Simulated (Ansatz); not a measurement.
`[SiH3]NB[SeH]` and `NB[SeH]` differ in one atom or group.

Ansatz, PBE0-D4/def2-TZVP geometries, multiplicity 1. Each molecule was computed in one conformer, which needn't be the lowest.

Scalar relativity is left out up to krypton.

| property | `[SiH3]NB[SeH]` |
| --- | --- |
| LUMO energy (PBE/def2-TZVPP) / eV | -0.97 |
| size of the dipole moment (B3LYP/def2-TZVPP) / D | 1.91 |
| LUMO energy (ωB97M-V/def2-TZVPP) / eV | 1.71 |
| HOMO–LUMO gap (ωB97M-V/def2-TZVPP) / eV | 10.86 |
| HOMO–LUMO gap (PBE/def2-TZVPP) / eV | 4.94 |
| HOMO–LUMO gap (B3LYP/def2-TZVPP) / eV | 6.56 |

Q: What does the change do to each property? (An estimate is asked.)

A: Ansatz gave: 
```
                                        property  `NB[SeH]`  shift
               LUMO energy (PBE/def2-TZVPP) / eV      -0.62   0.35
size of the dipole moment (B3LYP/def2-TZVPP) / D       1.96   0.05
           LUMO energy (ωB97M-V/def2-TZVPP) / eV       1.86   0.15
         HOMO–LUMO gap (ωB97M-V/def2-TZVPP) / eV      10.82  -0.04
             HOMO–LUMO gap (PBE/def2-TZVPP) / eV       5.07   0.13
           HOMO–LUMO gap (B3LYP/def2-TZVPP) / eV       6.52  -0.04
```

With PBE0 the HOMO rises by 0.20 eV and the LUMO rises by 0.29 eV, so the gap widens by about 0.09 eV. PBE moves the HOMO by 0.23 eV and ωB97M-V by 0.20 eV. Dipoles are sizes alone; their direction can turn.

B3LYP here is the variant with VWN-RPA as its local correlation; programs differ in this.

Spin–orbit coupling is left out; it splits and shifts lone-pair levels of the heavy atoms by tenths of an eV.
